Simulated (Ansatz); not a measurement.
`OC#C[SeH]` + H₂ → `C#CO` + H₂Se at 500 K and 1 bar (hydrogenolysis of a C–Se bond).

Computed with Ansatz on PBE0-D4/def2-TZVP structures; ΔE is electronic, products minus reactants. CCSD(T)/CBS adds triple-zeta CCSD(T) − MP2 to the extrapolated MP2 energy (def2 sets, frozen cores). This one scheme is used for every species. For Se outer-core shells are correlated without core-valence functions, which leaves a few kJ/mol of doubt a bond. Scalar relativity is left out up to krypton. One conformer a species, not always the lowest.

```tsv
species	CCSD(T)/CBS energy (Eh)	H − E (kJ/mol)	S (J/(mol·K))
`OC#C[SeH]`	-2553.08266	116.5	351.3
H₂	-1.17544	41.0	145.5
`C#CO`	-152.38380	108.9	279.1
H₂Se	-2401.89790	53.1	237.8
```

H − E and S are ideal-gas, rigid-rotor, harmonic terms from PBE0-D4/def2-TZVP, for one conformer and one mirror image of each species. The MP2-based limit puts H₂ 0.8 mEh under its directly extrapolated value; such offsets cancel only in part. 1 Eh = 2625.50 kJ/mol, R = 8.31446 J/(mol·K).

Q: By hand: ΔE, ΔH, ΔS and ΔG.

A: ΔE = (-152.38380) + (-2401.89790) − (-2553.08266) − (-1.17544) = -0.02360 Eh = -62.0 kJ/mol. Δ(H − E) = 108.9 + 53.1 − 116.5 − 41.0 = 4.5, so ΔH = -57.5 kJ/mol. ΔS = 279.1 + 237.8 − 351.3 − 145.5 = 20.1 J/(mol·K). ΔG = -57.5 − 500 × (20.1)/1000 = -67.5 kJ/mol.

Q: By hand: the equilibrium constant, and the temperature at which ΔG would vanish if ΔH and ΔS stayed fixed.

A: log₁₀ K = −ΔG/(RT ln 10) = 7.1. ΔH and −TΔS have one sign here, so there is no such temperature.

ΔH outweighs TΔS. A doubt of 5 kJ/mol in ΔE shifts log₁₀ K by 0.5 here. Other conformers and mirror images would add mixing entropy, several J/(mol·K) or more a flexible species. These are equilibria of isolated gas molecules and say nothing of rates. Largest T1 diagnostic: 0.013 (customary marks: 0.02 for closed shells, 0.045 for open ones).
